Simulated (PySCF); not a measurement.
C2H8F2Si2, SMILES C(C(F)F)[SiH2][SiH3]. Geometry: B3LYP-D3(BJ)/def2-SVP. This is a generated structure with no PubChem entry under its InChIKey; it may be hypothetical. Other conformers were not sampled.

Task: Give the equilibrium geometry at B3LYP-D3(BJ)/def2-SVP (PySCF confirms it by a frequency run) as Cartesian coordinates in Å. (Estimate from the structure and the level; the computed values follow.)

Result: This is not unique; one that fits is 
```xyz
14

F     -2.5102     1.3000    -0.4007
C     -1.2907     0.6962    -0.4317
F     -1.3514    -0.2934    -1.3735
C     -0.9453     0.1115     0.9158
Si     0.6104    -0.9943     0.9235
Si     2.3732     0.0550    -0.2276
H     -0.5566     1.4442    -0.7834
H     -1.8077    -0.4838     1.2601
H     -0.8081     0.9345     1.6357
H      0.3110    -2.3153     0.3028
H      1.0009    -1.2192     2.3470
H      2.6338     1.4019     0.3656
H      3.6223    -0.7569    -0.1451
H      2.0048     0.2389    -1.6626
```
Charge 0, spin multiplicity 1.
